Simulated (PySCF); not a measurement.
H4Ge (SMILES [GeH4]), singlet, at a GFN2-xTB geometry; BLYP/6-31G* (PySCF).

The PySCF input:
```python
from pyscf import gto, scf, dft

mol = gto.M(
    atom='''
Ge    0.00000000   -0.00000000    0.00000000
H    -0.59006963   -0.86482524   -1.04966053
H     0.55512279   -0.84636567    1.08323401
H    -1.04872747    0.88859607    0.55539157
H     1.08367430    0.82259483   -0.58896505
''',
    basis='6-31g*',
    verbose=4,
)

mf = dft.RKS(mol)
mf.xc = 'blyp'
mf.kernel()
mf.analyze()
```

Question: Write the output that PySCF gives for this input, abridged.

Answer: 
```
PySCF version 2.14.0

[INPUT] verbose = 4
[INPUT] num. atoms = 5
[INPUT] num. electrons = 36
[INPUT] charge = 0
[INPUT] spin (= nelec alpha-beta = 2S) = 0
[INPUT] symmetry False subgroup None
[INPUT] Mole.unit = angstrom
[INPUT] Symbol           X                Y                Z      unit          X                Y                Z       unit  Magmom
[INPUT]  1 Ge     0.000000000000   0.000000000000   0.000000000000 AA    0.000000000000   0.000000000000   0.000000000000 Bohr   0.0
[INPUT]  2 H     -0.590069630000  -0.864825240000  -1.049660530000 AA   -1.115069995123  -1.634282849211  -1.983570925466 Bohr   0.0
[INPUT]  3 H      0.555122790000  -0.846365670000   1.083234010000 AA    1.049030038604  -1.599399317534   2.047015607714 Bohr   0.0
[INPUT]  4 H     -1.048727470000   0.888596070000   0.555391570000 AA   -1.981807697608   1.679203207665   1.049537959192 Bohr   0.0
[INPUT]  5 H      1.083674300000   0.822594830000  -0.588965050000 AA    2.047847635230   1.554478940183  -1.112982641441 Bohr   0.0

nuclear repulsion = 47.0000969167727
number of shells = 20
number of NR pGTOs = 111
number of NR cGTOs = 40
basis = 6-31g*
ecp = {}

******** <class 'pyscf.dft.rks.RKS'> ********
method = RKS
initial guess = minao
damping factor = 0
level_shift factor = 0
DIIS = <class 'pyscf.scf.diis.CDIIS'>
diis_start_cycle = 1
diis_space = 8
diis_damp = 0
SCF conv_tol = 1e-09
SCF conv_tol_grad = None
SCF max_cycles = 50
direct_scf = True
direct_scf_tol = 1e-13
XC library pyscf.dft.libxc version 7.1.2
    S. Lehtola, C. Steigemann, M. J. T. Oliveira, and M. A. L. Marques,  SoftwareX 7, 1–5 (2018)
XC functionals = blyp
    A. D. Becke,  Phys. Rev. A 38, 3098 (1988)
    C. Lee, W. Yang, and R. G. Parr,  Phys. Rev. B 37, 785 (1988)
    B. Miehlich, A. Savin, H. Stoll, and H. Preuss,  Chem. Phys. Lett. 157, 200 (1989)
radial grids:
    Treutler-Ahlrichs [JCP 102, 346 (1995); DOI:10.1063/1.469408] (M4) radial grids

becke partition: Becke, JCP 88, 2547 (1988); DOI:10.1063/1.454033
pruning grids: <function nwchem_prune>
grids dens level: 3
symmetrized grids: False
atomic radii adjust function: <function treutler_atomic_radii_adjust>
small_rho_cutoff = 0
Set gradient conv threshold to 3.16228e-05
Initial guess from minao.
tot grids = 59872
init E= -2078.44068139444
  HOMO = -0.343181281579237  LUMO = 0.0212346051758515  gap/eV = 9.91626
cycle= 1 E= -2079.11089602061  delta_E= -0.67  |g|= 0.485  |ddm|= 1.78
  HOMO = -0.300847375112879  LUMO = 0.0470549620750739  gap/eV = 9.46690
cycle= 2 E= -2079.10191806208  delta_E= 0.00898  |g|= 0.603  |ddm|= 0.35
  HOMO = -0.296792843571331  LUMO = 0.0502879226124171  gap/eV = 9.44455
cycle= 3 E= -2079.1309133108  delta_E= -0.029  |g|= 0.0186  |ddm|= 0.243
  HOMO = -0.304342505307881  LUMO = 0.0459350563903754  gap/eV = 9.53154
cycle= 4 E= -2079.13104314807  delta_E= -0.00013  |g|= 0.00501  |ddm|= 0.0427
  HOMO = -0.303678796394411  LUMO = 0.0463656728164054  gap/eV = 9.52520
cycle= 5 E= -2079.13105008128  delta_E= -6.93e-06  |g|= 0.000666  |ddm|= 0.00926
  HOMO = -0.303681977944206  LUMO = 0.0463543008804756  gap/eV = 9.52497
cycle= 6 E= -2079.13105026719  delta_E= -1.86e-07  |g|= 2.22e-05  |ddm|= 0.00122
  HOMO = -0.303680183487301  LUMO = 0.0463555235882861  gap/eV = 9.52496
cycle= 7 E= -2079.13105026724  delta_E= -4.41e-11  |g|= 2e-07  |ddm|= 7.66e-06
  HOMO = -0.303680185704529  LUMO = 0.0463555217575045  gap/eV = 9.52496
Extra cycle  E= -2079.13105026724  delta_E= -2.27e-12  |g|= 2.36e-07  |ddm|= 1.09e-07
converged SCF energy = -2079.13105026724
**** SCF Summaries ****
Total Energy =                       -2079.131050267239061
Nuclear Repulsion Energy =              47.000096916772726
One-electron Energy =                -2989.088581154350322
Two-electron Energy =                  862.957433970338457
Two-electron Coulomb Energy =          943.470133469209259
DFT Exchange-Correlation Energy =      -80.512699498870802
HOMO-LUMO gap [eV] =                     9.524956756533179
**** MO energy ****
MO #1   energy= -397.158950158946  occ= 2
MO #2   energy= -49.2021589452339  occ= 2
MO #3   energy= -43.8287190053451  occ= 2
MO #4   energy= -43.8287190047231  occ= 2
MO #5   energy= -43.8287190015143  occ= 2
MO #6   energy= -5.97739494126972  occ= 2
MO #7   energy= -4.19558201677105  occ= 2
MO #8   energy= -4.1955819964599   occ= 2
MO #9   energy= -4.19558199387958  occ= 2
MO #10  energy= -1.08798180218087  occ= 2
MO #11  energy= -1.0879817498555   occ= 2
MO #12  energy= -1.08798174291915  occ= 2
MO #13  energy= -1.08454774415978  occ= 2
MO #14  energy= -1.08454770517181  occ= 2
MO #15  energy= -0.514507679277519 occ= 2
MO #16  energy= -0.303680235472601 occ= 2
MO #17  energy= -0.30368022435008  occ= 2
MO #18  energy= -0.303680185704529 occ= 2
MO #19  energy= 0.0463555217575045 occ= 0
MO #20  energy= 0.0463556275885552 occ= 0
MO #21  energy= 0.046355812724862  occ= 0
MO #22  energy= 0.0567225518901444 occ= 0
MO #23  energy= 0.159977772281559  occ= 0
MO #24  energy= 0.159977797249876  occ= 0
MO #25  energy= 0.159977894003948  occ= 0
MO #26  energy= 0.160431188458189  occ= 0
 ** Mulliken pop on meta-lowdin orthogonal AOs  **
 ** Mulliken pop  **
pop of  0 Ge 1s           2.00000
pop of  0 Ge 2s           1.99998
pop of  0 Ge 3s           1.99974
pop of  0 Ge 4s           1.16644
pop of  0 Ge 5s           0.00689
pop of  0 Ge 2px          2.00000
pop of  0 Ge 2py          2.00000
pop of  0 Ge 2pz          2.00000
pop of  0 Ge 3px          1.99993
pop of  0 Ge 3py          1.99993
pop of  0 Ge 3pz          1.99993
pop of  0 Ge 4px          0.88345
pop of  0 Ge 4py          0.88345
pop of  0 Ge 4pz          0.88345
pop of  0 Ge 5px          0.00943
pop of  0 Ge 5py          0.00943
pop of  0 Ge 5pz          0.00943
pop of  0 Ge 3dxy         1.99806
pop of  0 Ge 3dyz         1.99806
pop of  0 Ge 3dz^2        1.99869
pop of  0 Ge 3dxz         1.99831
pop of  0 Ge 3dx2-y2      1.99881
pop of  0 Ge 4dxy         0.00480
pop of  0 Ge 4dyz         0.00479
pop of  0 Ge 4dz^2        0.00164
pop of  0 Ge 4dxz         0.00355
pop of  0 Ge 4dx2-y2      0.00102
pop of  0 Ge 5dxy         0.00133
pop of  0 Ge 5dyz         0.00133
pop of  0 Ge 5dz^2        0.00063
pop of  0 Ge 5dxz         0.00105
pop of  0 Ge 5dx2-y2      0.00050
pop of  1 H 1s            1.02929
pop of  1 H 2s            0.00470
pop of  2 H 1s            1.02929
pop of  2 H 2s            0.00470
pop of  3 H 1s            1.02929
pop of  3 H 2s            0.00470
pop of  4 H 1s            1.02929
pop of  4 H 2s            0.00470
 ** Mulliken atomic charges  **
charge of    0Ge =      0.13597
charge of    1H =     -0.03399
charge of    2H =     -0.03399
charge of    3H =     -0.03399
charge of    4H =     -0.03399
Dipole moment(X, Y, Z, Debye): -0.00000, -0.00000,  0.00000
```
